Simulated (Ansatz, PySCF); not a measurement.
Dissociation curve of HCl (cation, charge +1), doublet.

UKS-PBE = unrestricted PBE/cc-pVTZ run with Ansatz (an electronic-structure program); UKS-M06-2X = unrestricted M06-2X/cc-pVTZ (PySCF); UCCSD(T) = CCSD(T) on UHF/cc-pVTZ, 5 core orbitals frozen run with PySCF.

Energies relative to the lowest point of each curve near equilibrium, in kcal/mol; the last columns give the difference from UCCSD(T):

```csv
R / Å,UKS-PBE,UKS-M06-2X,UCCSD(T),UKS-PBE − UCCSD(T),UKS-M06-2X − UCCSD(T)
1.00,61.6,58.6,58.3,3.3,0.3
1.05,39.9,37.3,37.0,2.8,0.3
1.12,19.5,17.7,17.3,2.1,0.3
1.18,8.9,7.7,7.4,1.5,0.3
1.26,1.7,1.2,1.1,0.6,0.1
1.29,0.6,0.3,0.2,0.3,0.1
1.32,0.0,0.0,0.0,0.0,0.0
1.36,0.1,0.4,0.5,-0.4,-0.1
1.40,0.9,1.6,1.8,-0.8,-0.2
1.47,3.8,5.0,5.3,-1.5,-0.3
1.53,7.2,8.8,9.3,-2.1,-0.5
1.65,15.7,18.1,18.8,-3.1,-0.7
1.80,27.2,30.7,31.5,-4.3,-0.8
2.00,41.9,46.8,48.0,-6.1,-1.2
2.16,52.0,58.0,59.9,-7.9,-1.9
2.37,61.7,69.4,73.3,-11.5,-3.9
2.64,69.3,78.6,86.6,-17.3,-7.9
```

UKS-PBE is furthest from UCCSD(T) at 2.64 (-17.3 kcal/mol, below); its mean absolute difference over the points is 3.9 kcal/mol.

UKS-M06-2X is furthest from UCCSD(T) at 2.64 (-7.9 kcal/mol, below); its mean absolute difference over the points is 1.1 kcal/mol.

The scan ran from 1.00 to 5.29 Å; beyond the distances shown one of the unrestricted levels run for this scan, shown here or not, changes its spin distribution in one step. The unrestricted determinant behind UKS-PBE, UKS-M06-2X is spin-contaminated at 2.37 to 2.64 Å (<S²> up to 1.1, against 0.75 for a pure doublet). The unrestricted determinant behind UCCSD(T) is spin-contaminated at 2.00 to 2.64 Å (<S²> up to 1.6, against 0.75 for a pure doublet).
